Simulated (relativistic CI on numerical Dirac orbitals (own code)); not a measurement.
**Zr³²⁺: sensitivity of the levels to the model**

Base calculation: Dirac-Coulomb-Breit CI, separate exchange-only KLI orbitals for each configuration, model QED (radiative potential, 1s self-energy scaled to tabulated hydrogen-like ionisation energies), unscaled Slater integrals.

Configurations in the expansion (outside the closed core 1s2): 2s2 2p4, 2s 2p5, 2p6, 2p5 3s, 2p5 3p, 2p5 3d, 2s2 2p3 3s, 2s2 2p3 3p, 2s2 2p3 3d, 2s 2p4 3s, 2s 2p4 3p, 2s 2p4 3d, 2s2 2p3 4s, 2s2 2p3 4p, 2s2 2p3 4d, 2s2 2p3 4f, 2s 2p4 4s, 2s 2p4 4p, 2s 2p4 4d, 2s 2p4 4f, 2s2 2p2 3s2, 2s2 2p3 5s, 2s2 2p2 3s 3p, 2s2 2p3 5p, 2s2 2p3 5d, 2s2 2p3 5f, 2s2 2p3 5g, 2s2 2p2 3p2, 2s2 2p2 3s 3d, 2s2 2p2 3p 3d, 2s 2p3 3s2, 2s2 2p2 3d2, 2s 2p3 3s 3p, 2s 2p4 5s, 2s 2p3 3p2, 2s 2p3 3s 3d. Levels of other configurations are missing.

Variants: (1) P86 correlation estimate; (2) Breit term removed; (3) QED terms removed. Shifts of the energy above 2s2 2p4 3P_2, in eV, for the lowest level and the first level of each name with at least 55 % of one term (blank where a level changes its place among those of its configuration and J or its character, or is not in the variant):

```
           Level     Base   Δ(1)   Δ(2)   Δ(3)
    2s2 2p4 3P_2     0.00   0.00   0.00   0.00
    2s2 2p4 3P_1    85.51   0.00  +1.00  -0.19
    2s2 2p4 1D_2    99.29   0.00  +2.04  -0.18
    2s 2p5 3P°_2   263.51  +0.32  -0.28  +1.90
    2s 2p5 3P°_1   294.55  +0.32  -0.32  +1.89
    2s 2p5 3P°_0   354.44  +0.32  +0.86  +1.72
    2s 2p5 1P°_1   385.10  +0.32  +1.13  +1.75
        2p6 1S_0   588.97  +0.55  -1.09  +3.75
2s2 2p3 3s 3D°_3  2385.45  +1.42  +4.81  -0.64
2s2 2p3 3s 1D°_2  2389.53  +1.42  +4.64  -0.65
 2s2 2p3 3p 3P_0  2391.98  +1.60  +1.45  +0.05
2s2 2p3 3s 3P°_0  2405.14  +1.43  +2.90  -0.61
2s2 2p3 3s 3P°_1  2406.96  +1.42  +3.05  -0.62
 2s2 2p3 3p 3D_3  2461.24  +1.60  +4.76  -0.12
```

At this charge energies of transitions that change n are usually good to better than 1 %, and those within a shell (Δn = 0) to a few per cent.

Ionisation energy from the two ground configurations alone: base 4123.88 eV; P86 correlation estimate 4125.65 eV; Breit term removed 4126.38 eV. The NIST ASD value (semi-empirical) is 4127 eV.

LS names give the leading component of a level, which can be under half, so a name can repeat, a term be missing and a line seem to break the LS rules.
